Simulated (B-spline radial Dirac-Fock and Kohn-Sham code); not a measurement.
# O³⁺: input and output of one calculation

ΔSCF core binding energies without Breit or QED terms, calculated with a radial finite-basis atomic code. Keys: rel is the Hamiltonian (dirac, or spin-free x2c and nr, where L3 and M5 stand for the whole 2p and 3d shells), method is hf or an exchange,correlation pair (spin-unpolarised, also for the hole states), nuc the nuclear model, radius_factor scales its radius, rmax is the box in bohr, h the logarithmic mesh step, order the B-spline order, points the quadrature points per cell, c_factor scales the speed of light, and damp, ndamp, maxit and tol steer the iteration. The run stops when the commutator error falls below 10·tol·max(1, Z/10), or the numerical noise floor, and the energy has settled to about 1e-8 Ha; the virial ratio is −V/T.

Input (task.json):

```json
{"items": [{"Z": 8, "q": 3, "cfg": [[1, 0, 2], [2, 0, 2], [2, 1, 1]], "A": 16, "rrms": 2.6991, "do": "settings", "holes": ["K", "L3", "M5"],
  "settings": [{"rel": "dirac", "method": "hf", "nuc": "fermi", "radius_factor": 1.0, "rmax": 45.0, "h": 0.3, "order": 8, "points": 10, "c_factor": 1.0, "maxit": 60, "damp": 0.5, "ndamp": 3, "tol": 1e-08}]}]}
```

Command: `python xray2_run.py task.json out`

Ground-state iterations:

```
iter   energy (Ha)        error
   1      -70.43169821  4.05e-01
   2      -71.14789292  1.14e-02
   3      -71.15047240  5.79e-03
   4      -71.15114891  3.54e-03
   5      -71.15140466  7.40e-04
   6      -71.15140872  9.97e-05
   7      -71.15140880  4.48e-06
   8      -71.15140880  5.35e-08
```

The ground state converged in 8 iterations, with total energy -71.15141 Ha, virial ratio 1.99841 and highest orbital energy -77.80 eV. ΔSCF binding energies: K (1s) 628.1 eV. Holes are computed only in closed shells, and unreliable hole states are left out.
